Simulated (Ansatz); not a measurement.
Two isomers of C2H7NSSi: A = `C/N=C\[SiH2]S`, B = `[SiH3]N1CSC1`.

Gas-phase electronic energies from Ansatz, PBE0-D4/def2-TZVP geometries. CCSD(T)/CBS adds triple-zeta CCSD(T) − MP2 to the extrapolated MP2 energy (def2 sets, frozen cores). DFT in def2-TZVPP. B3LYP here is the variant with VWN-RPA as its local correlation; programs differ in this. One conformer a species, not always the lowest.

A:

```xyz
12

C    -0.4140   -0.4830   -1.7020
N    -0.5603    0.8654   -1.2281
C    -0.0851    1.1948   -0.1024
Si    0.8531    0.1399    1.1711
S    -0.3640   -1.3879    2.0472
H     0.0509   -0.4565   -2.6911
H    -1.4098   -0.9154   -1.8337
H     0.1694   -1.1445   -1.0482
H    -0.2428    2.2416    0.1855
H     1.3467    1.0886    2.2022
H     2.0026   -0.5967    0.5883
H    -1.3465   -0.5463    2.4112
```

B:

Z-matrix (Å, degrees):
```
Si
N 1 1.719
H 1 1.494 2 114.4
H 1 1.486 2 107.6 3 120.0
H 1 1.486 2 107.6 3 -120.0
C 2 1.453 1 128.0 3 -77.4
C 2 1.453 1 127.9 3 77.4
S 6 1.829 2 91.8 1 166.0
H 6 1.094 2 114.2 1 -77.3
H 6 1.096 2 115.1 1 50.4
H 7 1.096 2 115.1 1 -50.4
H 7 1.094 2 114.2 1 77.3
```

Q: Which is lower in electronic energy at CCSD(T)/CBS, and by how much? (An estimate is asked.)

A: Ansatz gave: A, by 15.7 kcal/mol.

Q: Give E(B) − E(A) in kcal/mol with r2SCAN-D4, B3LYP-D4, PBE-D4, B2PLYP, CCSD(T)/def2-TZVPP, CCSD/def2-TZVPP, MP2/def2-TZVPP. (An estimate is asked.)

A: The calculation gave: r2SCAN-D4 17.8, B3LYP-D4 17.5, PBE-D4 17.1, B2PLYP 16.8, CCSD(T)/def2-TZVPP 16.0, CCSD/def2-TZVPP 15.3, MP2/def2-TZVPP 13.8. None reverses the order clearly.

Largest T1 diagnostic: 0.012.

From PBE to PBE0 (25 % exact exchange), in def2-TZVPP and without D4, E(B) − E(A) moves by −3.0 kcal/mol.
